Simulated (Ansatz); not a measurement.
`[BH2][GaH][O]CC`, charge 0, multiplicity 1.

Problem. Give a relaxed structure at PBE0-D4/def2-TZVP (Ansatz 0.2.0). (An estimate is asked.)

Solution. Computed: 
```xyz
13

B     2.614    1.176   -1.582
Ga    1.545    0.407    0.023
O     0.035   -0.446   -0.426
C    -0.854   -1.006    0.509
C    -2.146   -0.222    0.568
H     2.438    2.291   -1.979
H     3.449    0.534   -2.149
H     1.811    0.423    1.575
H    -1.064   -2.040    0.205
H    -0.405   -1.054    1.512
H    -2.599   -0.161   -0.424
H    -2.859   -0.699    1.246
H    -1.966    0.797    0.922
```
This is one stationary point; other conformers may exist.
